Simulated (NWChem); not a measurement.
C₃H₃Cl₂F; SMILES ClC(=C(F)C)Cl

Results from NWChem. Medium grid unless said otherwise, to which SCAN and Minnesota functionals are sensitive. All runs use the structure optimised with PBE0/def2-SVP. Hybrids' shares of exact exchange are those that their runs print; pure functionals count as 0. The functionals differ in more than this share.

| row | share of exact exchange | orbital gap (eV) |
|---|---|---|
| PBE/def2-SVP | 0.00 | 4.75 |
| PW91/def2-SVP | 0.00 | 4.74 |
| B3LYP/def2-SVP | 0.20 | withheld |
| M06-2X/def2-SVP | 0.54 | 9.05 |
| M05-2X/def2-SVP | 0.56 | 9.23 |

Q: Fit a straight line of the last column on the one before it, predict the withheld value, and compare with the run.

A: 
1. Means of the 4 shown rows: x = 0.275, y = 6.942. Slope Σ(x − x̄)(y − ȳ)/Σ(x − x̄)² = 2.419/0.3027 = 7.992; intercept 4.745.
2. The shown rows scatter about the line by 0.008 (root mean square); the largest residual is -0.01, at M06-2X/def2-SVP.
3. At x = 0.20 (B3LYP/def2-SVP; inside the shown range) the line gives 6.34.
4. The run gives 6.47, +0.13 from the line.
